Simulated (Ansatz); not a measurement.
Basis-set extrapolation for CH7ClSi2 (`C[SiH2][SiH2]Cl`) (PBE0-D4/def2-TZVP geometry, frozen core, Ansatz). Multiplicity 1, RHF reference.

|  | def2-TZVPP | def2-QZVPP |
| --- | --- | --- |
| HF | -1079.415999 | -1079.448761 |
| MP2 correlation | -0.618567 | -0.668504 |
| CCSD(T) correlation | -0.711897 | not run |

Energies in hartree. Use E(X) = E(∞) + A·exp(−7.88·√X) for Hartree–Fock and E(X) = E(∞) + B·X^(−2.97) for correlation, with X = 3 and 4, and add CCSD(T) minus MP2 of the smaller set to the MP2 limit.

Q: What is the CCSD(T) energy at the basis-set limit?

A: HF limit: -1079.448761 + (-0.032762) × 0.13774 = -1079.45327. MP2 limit: -0.668504 + (-0.049937) × 0.74074 = -0.70549. Higher-order term: -0.711897 − (-0.618567) = -0.09333. Total: -1080.25209 hartree, 326.1 kJ/mol below CCSD(T)/def2-TZVPP.
